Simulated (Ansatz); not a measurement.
Two isomers of C2H9NSSi: A = `NC(S)C[SiH3]`, B = `CC(S)N[SiH3]`.

Computed with Ansatz on PBE0-D4/def2-TZVP structures; ΔE is electronic, products minus reactants. CBS: MP2 limit from def2 TZ/QZ plus the TZ coupled-cluster correction, frozen cores. Functionals use def2-TZVPP. B3LYP here is the variant with VWN-RPA as its local correlation; programs differ in this. Each species was taken in one conformer, which may not be the lowest.

A:

Z-matrix (Å, degrees):
```
C
S 1 1.820
C 1 1.529 2 107.3
N 1 1.446 2 109.4 3 -126.9
H 1 1.094 2 107.4 3 116.8
H 2 1.342 1 95.6 3 180.0
Si 3 1.888 1 115.6 2 60.7
H 3 1.096 1 109.7 2 -63.3
H 3 1.096 1 108.0 2 -178.9
H 4 1.015 1 110.2 2 -178.5
H 4 1.014 1 110.1 2 62.5
H 7 1.484 3 112.0 1 -77.9
H 7 1.488 3 109.5 1 43.6
H 7 1.489 3 108.9 1 162.1
```

B:

```xyz
14

C     0.784    1.467   -1.156
C     0.107    0.198   -0.678
S    -1.504    0.096   -1.585
N    -0.012    0.159    0.748
Si   -0.124   -1.308    1.645
H     0.897    1.470   -2.241
H     1.770    1.549   -0.695
H     0.195    2.343   -0.872
H     0.694   -0.669   -0.993
H    -1.907   -1.060   -1.036
H    -0.479    0.974    1.121
H     1.032   -2.165    1.275
H    -1.363   -2.104    1.385
H    -0.091   -0.949    3.084
```

Which isomer does CCSD(T)/CBS put lower? Give the gap. (Estimate.)

Computed: B, by 13.9 kcal/mol.

Give E(B) − E(A) in kcal/mol with CCSD(T)/def2-TZVPP, CCSD/def2-TZVPP, B2PLYP, r2SCAN-D4, ωB97M-V, B3LYP-D4, PBE0-D4. (Estimate.)

Ansatz gave: CCSD(T)/def2-TZVPP -13.9, CCSD/def2-TZVPP -14.2, B2PLYP -15.0, r2SCAN-D4 -14.1, ωB97M-V -13.6, B3LYP-D4 -15.0, PBE0-D4 -13.1. None reverses the order clearly.

Largest T1 diagnostic: 0.011.

In def2-TZVPP, CCSD(T) changes the Hartree–Fock value by +2.8 kcal/mol (the triples alone add +0.3 kcal/mol) and MP2 by +2.3 kcal/mol.
